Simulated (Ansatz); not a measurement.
Mulliken charges of `O=C=N[SiH2]F` from r2SCAN/def2-TZVPP in Ansatz (PBE0-D4/def2-TZVP geometry).

```tsv
atom	x (Å)	y (Å)	z (Å)	charge (e)
O1	-0.574	-2.908	-0.552	-0.215
C2	-0.307	-1.817	-0.256	0.314
N3	-0.019	-0.706	0.076	-0.300
Si4	0.212	0.968	0.189	0.661
F5	-0.420	1.671	-1.091	-0.312
H6	-0.490	1.470	1.385	-0.074
H7	1.659	1.254	0.204	-0.074
```

Problem. By hand: the dipole of these point charges (1 e Å = 4.8032 D).

Solution. Σ q r = (0.217, 0.183, 0.363) e Å, of length 0.461 e Å = 2.21 D.

Problem. How does the dipole of the full density compare? (An estimate is asked.)

Solution. The calculation gave: (0.150, 0.205, 0.236) e Å, 1.67 D; the point charges give 1.32 times that, at 13° from its direction.

Point charges leave out the atoms' own dipoles, such as those of lone pairs, and Mulliken's split depends on the basis, so the two needn't agree.
